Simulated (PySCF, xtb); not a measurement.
AgCl, SMILES [Cl][Ag], multiplicity 1.

GFN2-xTB in xtb 6.7.1 at its own geometry gives an orbital gap of 4.12 eV and a dipole moment of 5.41 D.

The structure is a stationary point at PBE0-D3(BJ)/def2-TZVPD. The spin state was assumed, not searched. The def2 effective core potentials stand for the cores of Ag; spin–orbit coupling is left out.

Q: What does PBE0/def2-TZVPD (PySCF) give? (An estimate is asked for; the answer gives what the named calculation found.)

A: gap 4.34 eV (levels -7.57 and -3.23 eV), dipole 5.80 D.
